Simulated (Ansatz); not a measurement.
```yaml
crystal:
  periodic: [false, false, false]
  atoms:
    - {symbol: Hg, position_ang: [1.660333, -0.633057, 1.355043]}
    - {symbol: Hg, position_ang: [-0.564365, -1.786647, -0.852662]}
    - {symbol: Hg, position_ang: [-0.084847, 2.035428, 0.320914]}
    - {symbol: Se, position_ang: [0.804190, -2.955908, 0.971369]}
    - {symbol: Se, position_ang: [-1.706707, -0.438077, -2.547817]}
    - {symbol: Se, position_ang: [-2.298994, 1.966293, -0.723198]}
    - {symbol: Se, position_ang: [2.190398, 1.811967, 1.476361]}
basis:
  gaussian: {orbitals: def2-TZVPD, initial_orbitals: start.molden}
total_charge: -1
magnetization: {spin_polarized: true, initial_magnetization: 1}
hamiltonian: {xc: pbe0, dispersion: d4}
scf: {omitted_lower_state_checks: [starts]}
output: {orbitals: {seedname: orbitals}}
```

The file start.molden holds the orbitals of an earlier run on this structure, at another level or in another basis.

```sh
$ ansatz run in.yaml --threads 4 --pin off --events-out ev --progress --plain --max-ram 4787MiB
```

Question: Does this run fit into the memory that it is given?

Answer: No. It has 366 basis functions, and Ansatz plans for 7 GiB where 5 GiB are given.
